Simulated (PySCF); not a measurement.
**Trend along the second period: MCs molecules**

PBE0 with double-zeta basis sets in PySCF, for the lowest determinant that a PBE0 search found; no spin–orbit coupling. De refers to high-spin ground-configuration atoms. A positive dipole means M(−)Cs(+).

| M | basis | state (unpaired electrons) | Re (Å) | ωe (cm⁻¹) | De (eV) | μ (D) |
| --- | --- | --- | --- | --- | --- | --- |
| Li | def2-SVP | singlet (closed shell) | 3.789 | 174 | 0.60 | 4.84 |
| Be | def2-SVP | doublet (σ ↑) | 3.792 | 140 | 0.28 | 4.08 |
| C | def2-SVPD | quartet (σ ↑, π ↑↑) | 2.822 | 311 | 2.24 | 9.19 |
| O | def2-SVP | doublet (π ↑) | 2.557 | 352 | 2.56 | 8.18 |
| F | def2-SVP | singlet (closed shell) | 2.393 | 376 | 4.63 | 7.69 |

The shortest bond is that of CsF (2.393 Å), the longest that of CsBe (3.792 Å). CsF is bound most strongly (4.63 eV) and CsBe least (0.28 eV).

The rows differ in basis set, which adds steps of its own.

The state changes along the series, so neighbouring rows are not always alike in their bonding.

Closed-shell solutions of metal pairs were not tested for spin polarisation, which can lower them a little. Weak bonds: CsBe. Basis-set superposition, not corrected here, can be much of De in a small basis, most of all at correlated wavefunction levels. Functionals without a dispersion term scatter widely for such bonds, and LDA overbinds them. These are scalar-relativistic numbers at best; spin–orbit coupling would shift them, the dissociation energy most. States were picked by a PBE0 search and need not be the measured ground states.
